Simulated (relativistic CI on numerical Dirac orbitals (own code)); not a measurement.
# Rh4+: 4s photoemission

Computed with this model: Dirac-Coulomb-Breit CI, orbitals from a KLI potential per configuration, a model potential for QED, valence Slater integrals scaled by 0.8, multiplet model of photoemission in the sudden approximation; configurations [Kr] 4d5 → [Ar] 3d10 4s 4p6 4d5; 80 K; Lorentzian 1.4 eV and Gaussian 0.6 eV FWHM. Energies are those of the free ion, without screening or charge transfer. The energies are binding energies and can lie tens of eV above those of solids. Without intra-shell correlation the exchange splitting of an s hole comes out too large, often by half or more. S is read from ⟨S²⟩ = S(S + 1).

Field parameters in Wybourne normalisation: D3d B²₀ = −7Dσ, B⁴₀ = −14Dq − 21Dτ, B⁴₃ = −14√(10/7) Dq; D4h B²₀ = −7Ds, B⁴₀ = 21(Dq − Dt), B⁴₄ = 21√(5/14) Dq. The field is a parameter set, without covalency.

free ion: ground-state S = 2.49, centroid 151.36 eV. Peaks (eV, height): 147.2 (100), 157.0 (71).

D4h, 10Dq = 26850, Ds = 1010, Dt = 670 cm⁻¹: ground-state S = 0.67, centroid 151.59 eV. Peaks (eV, height): 151.0 (100), 154.4 (36).

D3d, 10Dq = 21150, Dσ = 310, Dτ = -300 cm⁻¹: ground-state S = 1.23, centroid 151.53 eV. Peaks (eV, height): 147.6 (38), 151.0 (100), 154.4 (40), 156.6 (25).

D3d, 10Dq = 25350, Dσ = -1180, Dτ = 270 cm⁻¹: ground-state S = 0.56, centroid 151.61 eV. Peaks (eV, height): 150.8 (100), 154.4 (33).

Strongest unbroadened transitions for free ion:

```
Energy (eV)  Relative strength
     147.28              100.0
     152.40                0.1
     152.42                0.3
     153.02                0.1
     155.52                0.0
     156.15                0.0
     157.07               70.2
     158.75                0.6
     159.26                0.0
     159.75                0.2
```
